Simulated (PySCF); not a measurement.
Compound: 1-chloroborepin, C6H6BCl.
Numbering: `[Cl:1][B:2]1[CH:3]=[CH:4][CH:5]=[CH:6][CH:7]=[CH:8]1` (hydrogens: H9 on C3; H10 on C4; H11 on C5; H12 on C6; H13 on C7; H14 on C8)

A GFN2-xTB structure was refined with PySCF 2.14.0, PBE0-D3(BJ)/def2-TZVP geometry optimisation, gas phase. Its GFN2-xTB values:

```csv
coordinate,GFN2-xTB
Cl1–B2,1.736 Å
B2–C3,1.516 Å
C3=C4,1.344 Å
C3–H9,1.106 Å
C4–C5,1.453 Å
C4–H10,1.063 Å
C5=C6,1.369 Å
C5–H11,1.082 Å
Cl1–B2–C3,116.7°
B2–C3–C4,130.6°
C3–B2–C8,125.1°
C3–C4–C5,126.2°
C4–C5–C6,130.6°
```

Problem. How do these coordinates change at the PBE0-D3(BJ)/def2-TZVP level?

Solution. 
| coordinate | PBE0-D3(BJ)/def2-TZVP (Å or °) | change |
| --- | --- | --- |
| Cl1–B2 | 1.784 | +0.048 |
| C4–C5 | 1.419 | -0.034 |
| C4–H10 | 1.088 | +0.025 |
| C3=C4 | 1.363 | +0.019 |
| C3–H9 | 1.088 | -0.018 |
| C5=C6 | 1.364 | -0.005 |
| C5–H11 | 1.086 | +0.004 |
| B2–C3 | 1.517 | +0.001 |
| C3–C4–C5 | 129.4 | +3.2 |
| B2–C3–C4 | 127.6 | -3.0 |
| Cl1–B2–C3 | 117.2 | +0.5 |
| C3–B2–C8 | 125.5 | +0.4 |
| C4–C5–C6 | 130.2 | -0.4 |

The energy falls by 12.0 kJ/mol over 8 energy and gradient evaluations, the largest force component goes from 0.0486 to 2.4e-04 Eh/bohr, and the atoms move by 0.025 Å rms after alignment. The bond that changes most is Cl1–B2 (ends: chlorine bonded to B; ring boron), which lengthens by 0.048 Å. Bonds longer at the end by more than 0.005 Å: 6 of 14; shorter: 6. Rotational constants go from 3509, 1193, 890.1 to 3538, 1165, 876.4 MHz.

The run used 290 basis functions and 64 SCF cycles in all.

Stationary, but not proved a minimum.
